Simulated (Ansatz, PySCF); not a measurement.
Lewis adduct: AlH3 (SMILES [AlH3]) (first 4 atoms) with C2H6O (SMILES COC); geometry from B3LYP-D3(BJ)/def2-TZVP, rigid monomers moved along the line of their centres of mass till Al1···O6 is 2.28 Å.
(charge 0, multiplicity 1):
```
atom    x (Å)    y (Å)   z (Å)
----  -------  -------  ------
Al     0.0753  -0.2123  0.6521
H     -1.4449  -0.3797  0.1993
H      0.7371   1.2098  0.3630
H      1.0151  -1.5001  0.6271
C      0.3791  -0.9624  3.8725
O     -0.1981  -0.0698  2.9125
C     -0.9995   0.9726  3.4806
H     -0.4144  -1.4542  4.4384
H      1.0300  -0.4030  4.5473
H      0.9540  -1.6944  3.3141
H     -1.8327   0.5350  4.0333
H     -1.3757   1.5743  2.6582
H     -0.3866   1.5876  4.1418
```

Counterpoise-corrected where a basis set is named; no monomer relaxation.

Correlated levels freeze the cores.

The values were computed with Ansatz (Gaussian basis) for Hartree–Fock, density functionals and correlated methods; PySCF for the dispersion terms. Values without a source in brackets are computed.

PBE/def2-TZVPPD gives -931.7 meV for the interaction energy.

Q: Predict the shift from PBE, with its sign, for: PBE-D3(BJ)/def2-TZVPPD, r2SCAN/def2-TZVPPD, B3LYP/def2-TZVPPD, wB97M-V/def2-TZVPPD, MP2/aug-cc-pV(D+d)Z, CCSD(T)/aug-cc-pV(D+d)Z.

A: PBE-D3(BJ)/def2-TZVPPD -77.6; r2SCAN/def2-TZVPPD -118.9; B3LYP/def2-TZVPPD 24.5; wB97M-V/def2-TZVPPD -142.3; MP2/aug-cc-pV(D+d)Z -85.6; CCSD(T)/aug-cc-pV(D+d)Z -65.2 meV. 1 of 6 lie above PBE; the widest gap is to wB97M-V/def2-TZVPPD.

Ansatz is a first-principles code.
